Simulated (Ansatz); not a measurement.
A short molecular-dynamics run on RuO2⁺.

```yaml
crystal:
  periodic: [false, false, false]
  atoms:
    - {symbol: Ru, position_ang: [0.196764, -0.256565, 0.288612]}
    - {symbol: O, position_ang: [-1.406459, -0.521604, 0.170008]}
    - {symbol: O, position_ang: [1.209695, 0.778169, -0.458620]}
basis:
  gaussian: {orbitals: def2-SVP}
total_charge: 1
magnetization: {spin_polarized: false, initial_magnetization: 1}
hamiltonian: {xc: {name: PBE}}
md: {timestep: 1 fs, n_steps: 15, ensemble: nve, temperature: 300, initial_velocities: maxwell_boltzmann, seed: 600}
scf: {omitted_lower_state_checks: [starts]}
```

```sh
$ ansatz run in.yaml --threads 4 --pin off --events-out ev --progress --plain --max-ram 3916MiB
```

```json
{"step": "0", "time (fs)": "0.0", "potential energy (eV)": "-6658.8310", "kinetic (eV)": "0.0388", "T (K)": "300", "conserved (eV)": "-6658.7922"}
{"step": "1", "time (fs)": "1.0", "potential energy (eV)": "-6658.8353", "kinetic (eV)": "0.0431", "T (K)": "333", "conserved (eV)": "-6658.7923"}
{"step": "2", "time (fs)": "2.0", "potential energy (eV)": "-6658.8400", "kinetic (eV)": "0.0477", "T (K)": "369", "conserved (eV)": "-6658.7923"}
{"step": "3", "time (fs)": "3.0", "potential energy (eV)": "-6658.8445", "kinetic (eV)": "0.0522", "T (K)": "404", "conserved (eV)": "-6658.7923"}
{"step": "4", "time (fs)": "4.0", "potential energy (eV)": "-6658.8484", "kinetic (eV)": "0.0560", "T (K)": "433", "conserved (eV)": "-6658.7924"}
{"step": "5", "time (fs)": "5.0", "potential energy (eV)": "-6658.8511", "kinetic (eV)": "0.0587", "T (K)": "454", "conserved (eV)": "-6658.7924"}
{"step": "6", "time (fs)": "6.0", "potential energy (eV)": "-6658.8524", "kinetic (eV)": "0.0600", "T (K)": "464", "conserved (eV)": "-6658.7924"}
{"step": "7", "time (fs)": "7.0", "potential energy (eV)": "-6658.8521", "kinetic (eV)": "0.0597", "T (K)": "462", "conserved (eV)": "-6658.7924"}
{"step": "8", "time (fs)": "8.0", "potential energy (eV)": "-6658.8500", "kinetic (eV)": "0.0576", "T (K)": "446", "conserved (eV)": "-6658.7924"}
{"step": "9", "time (fs)": "9.0", "potential energy (eV)": "-6658.8464", "kinetic (eV)": "0.0540", "T (K)": "418", "conserved (eV)": "-6658.7923"}
{"step": "10", "time (fs)": "10.0", "potential energy (eV)": "-6658.8416", "kinetic (eV)": "0.0492", "T (K)": "381", "conserved (eV)": "-6658.7923"}
{"step": "11", "time (fs)": "11.0", "potential energy (eV)": "-6658.8361", "kinetic (eV)": "0.0438", "T (K)": "339", "conserved (eV)": "-6658.7923"}
{"step": "12", "time (fs)": "12.0", "potential energy (eV)": "-6658.8306", "kinetic (eV)": "0.0383", "T (K)": "297", "conserved (eV)": "-6658.7922"}
{"step": "13", "time (fs)": "13.0", "potential energy (eV)": "-6658.8258", "kinetic (eV)": "0.0336", "T (K)": "260", "conserved (eV)": "-6658.7922"}
{"step": "14", "time (fs)": "14.0", "potential energy (eV)": "-6658.8224", "kinetic (eV)": "0.0303", "T (K)": "234", "conserved (eV)": "-6658.7921"}
{"step": "15", "time (fs)": "15.0", "potential energy (eV)": "-6658.8210", "kinetic (eV)": "0.0289", "T (K)": "223", "conserved (eV)": "-6658.7921"}
```

Velocities are drawn at the set temperature; a run this short doesn't reach equilibrium.

In the def2 sets Ru takes a core potential; there is no spin–orbit coupling.

With spin_polarized false and unpaired electrons the run is restricted open-shell.

Frames (Å, forces in eV/Å):

```xyz
3
time=0.0 fs
Ru    0.197   -0.257    0.289    0.736   -0.949    1.070
O    -1.406   -0.522    0.170   -1.685   -0.179   -0.219
O     1.210    0.778   -0.459    0.950    1.128   -0.850
3
time=1.0 fs
Ru    0.198   -0.256    0.289    0.277   -1.102    1.109
O    -1.412   -0.521    0.169   -1.333   -0.127   -0.187
O     1.207    0.777   -0.458    1.055    1.229   -0.921
3
time=2.0 fs
Ru    0.199   -0.256    0.289   -0.175   -1.211    1.107
O    -1.418   -0.521    0.167   -0.940   -0.070   -0.150
O     1.205    0.777   -0.458    1.116    1.281   -0.957
3
time=3.0 fs
Ru    0.201   -0.256    0.289   -0.599   -1.270    1.065
O    -1.424   -0.521    0.165   -0.528   -0.012   -0.110
O     1.203    0.777   -0.459    1.127    1.282   -0.955
3
time=4.0 fs
Ru    0.202   -0.257    0.290   -0.976   -1.275    0.984
O    -1.431   -0.521    0.164   -0.114    0.045   -0.069
O     1.203    0.778   -0.460    1.090    1.230   -0.915
3
time=5.0 fs
Ru    0.203   -0.257    0.290   -1.293   -1.227    0.865
O    -1.438   -0.521    0.162    0.286    0.098   -0.027
O     1.202    0.780   -0.462    1.006    1.129   -0.839
3
time=6.0 fs
Ru    0.204   -0.257    0.291   -1.543   -1.131    0.716
O    -1.445   -0.521    0.160    0.662    0.146    0.014
O     1.203    0.783   -0.464    0.882    0.985   -0.730
3
time=7.0 fs
Ru    0.205   -0.258    0.292   -1.726   -0.993    0.543
O    -1.452   -0.521    0.159    1.002    0.188    0.053
O     1.204    0.786   -0.467    0.724    0.805   -0.596
3
time=8.0 fs
Ru    0.206   -0.259    0.293   -1.842   -0.822    0.354
O    -1.458   -0.520    0.157    1.301    0.223    0.088
O     1.205    0.789   -0.470    0.542    0.599   -0.442
3
time=9.0 fs
Ru    0.206   -0.259    0.293   -1.898   -0.627    0.157
O    -1.463   -0.520    0.155    1.553    0.251    0.121
O     1.207    0.793   -0.474    0.345    0.376   -0.277
3
time=10.0 fs
Ru    0.206   -0.260    0.294   -1.898   -0.418   -0.041
O    -1.467   -0.519    0.154    1.755    0.270    0.149
O     1.209    0.798   -0.477    0.143    0.148   -0.107
3
time=11.0 fs
Ru    0.207   -0.261    0.295   -1.850   -0.205   -0.232
O    -1.470   -0.518    0.152    1.906    0.282    0.172
O     1.211    0.802   -0.481   -0.056   -0.077    0.060
3
time=12.0 fs
Ru    0.207   -0.262    0.296   -1.760    0.005   -0.410
O    -1.472   -0.517    0.151    2.005    0.287    0.191
O     1.213    0.806   -0.484   -0.245   -0.291    0.220
3
time=13.0 fs
Ru    0.206   -0.262    0.296   -1.631    0.205   -0.570
O    -1.473   -0.516    0.150    2.050    0.284    0.204
O     1.215    0.810   -0.488   -0.418   -0.488    0.367
3
time=14.0 fs
Ru    0.206   -0.263    0.297   -1.469    0.390   -0.709
O    -1.472   -0.515    0.149    2.041    0.273    0.212
O     1.217    0.814   -0.491   -0.571   -0.663    0.497
3
time=15.0 fs
Ru    0.206   -0.264    0.298   -1.276    0.556   -0.822
O    -1.470   -0.513    0.148    1.977    0.256    0.214
O     1.218    0.817   -0.494   -0.701   -0.812    0.608
```

Run time 30 s (4 threads of Arm Neoverse V1 on a shared host).
